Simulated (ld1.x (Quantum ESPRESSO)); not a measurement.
## Pd: one change to a TM potential, before and after

| Quantity | Value |
| --- | --- |
| Element | palladium |
| Generator | ld1.x (Quantum ESPRESSO) 7.5 |
| Type | norm-conserving Troullier–Martins (Kleinman–Bylander form) |
| Functional | LDA (PZ) |
| Relativity | scalar-relativistic |
| Frozen core | [Kr] |
| Valence charge | 10 |
| Reference configuration | 4d7 5s0 5p0 (charge +3) |
| Partial waves | 5p (bound, empty): rc 1.90 bohr; 4d (bound): rc 1.15 bohr; 5s (bound, empty): rc 2.25 bohr |
| Local potential | the s channel |
| Core correction | a·sin(br)/r model core, default radius (core density twice the valence density) |

Change: all radii but the core radius scaled by about 1.25 (s 2.80, p 2.36, d 1.44 bohr).

Cutoffs: the cutoffs (Ry, on a coarse ladder) from which the occupation-weighted sum of valence levels, in a spherical-Bessel basis at the reference potential, stays within 10 and 1 mRy of its value at 400 Ry; they do not see the model core or the augmentation charge, which bear on the density cutoff. Errors are all-electron minus pseudo energies relative to the spin-unpolarised reference configuration.

What does the change do?

The potential gets softer (80 Ry and 100 Ry → 70 Ry and 90 Ry); the bound ghost in p disappears; the number of tests with a reliable result goes from 9 to 8; the errors of the 8 common tests hardly move. A larger radius leaves more room for a smooth pseudo-wave, so fewer plane waves are needed.

```tsv
quantity	base	changed
cutoff, loose	80 Ry	70 Ry
cutoff, tight	100 Ry	90 Ry
bound ghosts	p	none
tests with a reliable result	9 of 9	8 of 9
error for 4d10 5s0 5p0, meV [ΔE -65.06 eV]	-1211	-1176
error for 4d9 5s0 5p0, meV [ΔE -55.68 eV]	-745	-735
error for 4d8 5s1 5p0, meV [ΔE -51.27 eV]	-184	-197
error for 4d9 5s0 5p1, meV [ΔE -59.75 eV]	-666	-615
error for 4d6 5s0 5p0, meV [ΔE 49.55 eV]	-319	-322
error for 4d9 5s1 5p0, meV [ΔE -63.63 eV]	-601	-590
error for 4d7 5s0 5p0 (spin-polarised), meV [ΔE -1.56 eV]	+62	+66
error for 4d9 5s0 5p0 (spin-polarised), meV [ΔE -55.82 eV]	-741	-731
```

 A true bound ghost makes a file unfit for plane-wave use even where its test errors are small: the radial tests pick states by their node count and pass the ghost by.
